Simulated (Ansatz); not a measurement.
`[SiH3][Al]1[CH2][O]1` + `CC(C)BN` → `N[BH][Al]1[CH2][O]1` + `CC(C)[SiH3]`  (redistribution)

Isolated molecules relaxed with PBE0-D4/def2-TZVP in Ansatz; ΔE leaves out vibrations. CCSD(T)/CBS adds triple-zeta CCSD(T) − MP2 to the extrapolated MP2 energy (def2 sets, frozen cores). DFT in def2-TZVPP. One conformer a species, not always the lowest.

`[SiH3][Al]1[CH2][O]1`:

Cartesian coordinates in Å:
```
Si -1.937 0.612 0.447
Al 0.327 -0.103 -0.088
C 2.044 -0.613 -0.693
O 1.700 -0.712 0.738
H -2.103 2.041 0.068
H -2.908 -0.200 -0.335
H -2.224 0.455 1.897
H 2.846 0.100 -0.888
H 2.254 -1.582 -1.146
```

`CC(C)BN`:

Cartesian coordinates in Å:
```
C -0.287 -1.263 -1.022
C -0.277 0.085 -0.300
C -1.533 0.236 0.559
B 1.015 0.217 0.593
N 1.958 1.219 0.392
H -0.269 -2.089 -0.304
H -1.189 -1.378 -1.633
H 0.577 -1.382 -1.681
H -0.287 0.879 -1.061
H -1.576 1.211 1.053
H -2.440 0.128 -0.044
H -1.564 -0.530 1.340
H 1.214 -0.563 1.487
H 2.786 1.318 0.953
H 1.874 1.914 -0.331
```

`N[BH][Al]1[CH2][O]1`:

Cartesian coordinates in Å:
```
N -1.233 1.185 1.729
B -1.249 0.064 0.916
Al 0.274 -0.386 -0.488
C 1.687 -0.999 -1.591
O 0.843 0.127 -2.028
H -1.964 1.377 2.396
H -0.521 1.895 1.716
H -2.176 -0.687 1.045
H 2.730 -0.711 -1.446
H 1.608 -1.865 -2.249
```

`CC(C)[SiH3]`:

```xyz
14

C    -0.513    0.942    1.076
C     0.342   -0.052    0.296
C     1.097    0.634   -0.840
Si   -0.699   -1.483   -0.348
H    -1.028    0.470    1.917
H     0.100    1.756    1.476
H    -1.276    1.394    0.434
H     1.075   -0.494    0.983
H     0.404    1.072   -1.565
H     1.745   -0.061   -1.380
H     1.724    1.446   -0.458
H     0.150   -2.472   -1.070
H    -1.732   -0.973   -1.294
H    -1.391   -2.180    0.771
```

| level | ΔE (eV) |
| --- | --- |
| revPBE-D4 | 0.35 |
| PBE0 | 0.40 |
| r2SCANh | 0.39 |
| BHLYP | 0.39 |
| LC-ωPBE | 0.36 |
| RPA@PBE/def2-TZVPP | 0.35 |
| CCSD(T)/def2-TZVPP | 0.37 |
| MP2/def2-QZVPP | 0.34 |

Task: What does CCSD(T)/CBS give? (Best estimate.)

Result: The calculation gave: +0.36 eV. The listed levels differ from it by -0.01, 0.04, 0.03, 0.03, 0.00, -0.01, 0.01, -0.02 eV.

Largest T1 diagnostic among the species: 0.017.

Leaving LDA and LC-ωPBE aside and taking each functional with its dispersion term where it has one, the values, not all of them listed here, spread over 0.11 eV, from ωB97M-V to B97M-V.
